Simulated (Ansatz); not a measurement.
Geometry optimisation, RHF/def2-SVP (Ansatz).

input.yaml

```yaml
crystal:
  periodic: [false, false, false]
  atoms:
    - { symbol: B, position_ang: [0.085523, -0.159226, -0.009243] }
    - { symbol: H, position_ang: [0.122529, -0.30146, 1.179013] }
    - { symbol: C, position_ang: [1.411401, -0.113319, -0.849757] }
    - { symbol: H, position_ang: [1.63932, -1.154362, -1.12293] }
    - { symbol: H, position_ang: [1.30641, 0.441001, -1.78292] }
    - { symbol: H, position_ang: [2.27219, 0.263486, -0.29623] }
    - { symbol: H, position_ang: [-0.993382, -0.166182, -0.534205] }
    - { symbol: Br, position_ang: [-0.152363, 2.826146, 1.242881] }
    - { symbol: H, position_ang: [-0.071129, 1.448515, 1.801791] }
basis:
  gaussian: { orbitals: def2-SVP }
hamiltonian:
  xc: hf
relax:
  f_tol: 0.03
  max_steps: 50
output:
  orbitals: {}
```

Launched with:

```bash
$ ansatz run input.yaml --threads 1 --pin off --max-ram 2048MiB --backend cpu --events-out ev --progress --plain --runs-dir out
```

Q: Where does it end, and by what steps?

A: The run converged. The force dipped under the threshold on the way, but the program's further checks kept it going. After 14 steps the energy has fallen by 0.207 eV; H9 moved furthest, 1.09 Å.

```
step  energy less start (eV)  largest force component (eV/Å)  accepted
   0                  0.0000                           1.893       yes
   1                 -0.1519                           0.222       yes
   2                 -0.1814                           0.223       yes
   3                 -0.1923                           0.224       yes
   4                 -0.1998                           0.121       yes
   5                 -0.1908                           0.435        no
   6                 -0.2028                           0.052       yes
   7                 -0.2046                           0.027       yes
   8                 -0.2036                           0.254        no
   9                 -0.2053                           0.026       yes
  10                 -0.2058                           0.069       yes
  11                 -0.2056                           0.104        no
  12                 -0.2061                           0.037       yes
  13                 -0.2066                           0.056       yes
  14                 -0.2067                           0.024       yes
```

```xyz
9
Properties=species:S:1:pos:R:3
B 0.129 -0.364 -0.130
H 0.170 -0.641 1.042
C 1.452 -0.215 -0.965
H 1.713 -1.236 -1.283
H 1.341 0.381 -1.873
H 2.299 0.155 -0.384
H -0.952 -0.284 -0.650
Br -0.172 3.055 1.371
H -0.358 2.234 2.501
```

Whether the end is a true minimum wasn't checked by a vibrational analysis.

Time of the run: 27 s on 1 thread of Arm Neoverse V1, with other jobs on the host, peak memory 0.17 GiB.
